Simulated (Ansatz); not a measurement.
silanone (H$_{2}$OSi), singlet, at a GFN2-xTB geometry. Base run: CCSD(T)/def2-SVP (Ansatz, a first-principles code).

Ansatz was given this input:
Ansatz 0.2 input:
```yaml
crystal:
  periodic: [false, false, false]
  atoms:
    - {symbol: Si, position_ang: [0.06685327, -0.42675674, 0.00274181]}
    - {symbol: O, position_ang: [-0.16591088, 1.05908930, -0.00680439]}
    - {symbol: H, position_ang: [-0.98465592, -1.43401683, -0.00031696]}
    - {symbol: H, position_ang: [1.37599714, -1.06410322, 0.01636676]}
basis:
  gaussian:
    orbitals: def2-SVP
magnetization: {spin_polarized: false}
correlation: {method: ccsd_t}
```

Task: The base was run again with changes. Order these runs by total energy, lowest first: method = bccd | method = ccsd | method = mp2 | reference functional = pbe0 | electrons = all.

Result: electrons = all (ΔE vs base (kcal/mol) -7.07), reference functional = pbe0 (ΔE vs base (kcal/mol) 0.97), method = ccsd (ΔE vs base (kcal/mol) 5.80), method = bccd (ΔE vs base (kcal/mol) 6.72), method = mp2 (ΔE vs base (kcal/mol) 14.75)
